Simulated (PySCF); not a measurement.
Ligands exchanged one at a time, Al SiH3-SH. Gas-phase values, no solvent. One relaxed conformer stands for each flexible species; it need not be the lowest. Strings in code marks are SMILES.

These are B3LYP-D3(BJ)/def2-TZVP // PBE0-D3(BJ)/def2-TZVP (PySCF) values and carry that method's errors. B3LYP has the VWN-RPA correlation part, as in Gaussian. Delta-SCF ions had no search for a lower state. 

```tsv
species	LUMO (eV)	vertical ionisation energy (Delta-SCF) (eV)	HOMO (eV)
0 of 3 SiH3 replaced by SH	-2.78	8.95	-7.12
1 of 3 SiH3 replaced by SH (`[SiH3][Al]([SiH3])[SH]` (Si–Al–S–H torsion 0°))	___	9.06	-7.18
2 of 3 SiH3 replaced by SH (`[Al]([SiH3])([SH])[SH]` (S–Al–S–H torsion -179°, S–Al–S–H torsion -1°))	-1.65	___	-7.37
3 of 3 SiH3 replaced by SH	-0.85	9.51	___
```

Question: Fill in the missing entries.

Answer: 
- 1 of 3 SiH3 replaced by SH (`[SiH3][Al]([SiH3])[SH]` (Si–Al–S–H torsion 0°)), LUMO (eV): -2.27
- 2 of 3 SiH3 replaced by SH (`[Al]([SiH3])([SH])[SH]` (S–Al–S–H torsion -179°, S–Al–S–H torsion -1°)), vertical ionisation energy (Delta-SCF) (eV): 9.44
- 3 of 3 SiH3 replaced by SH, HOMO (eV): -7.46
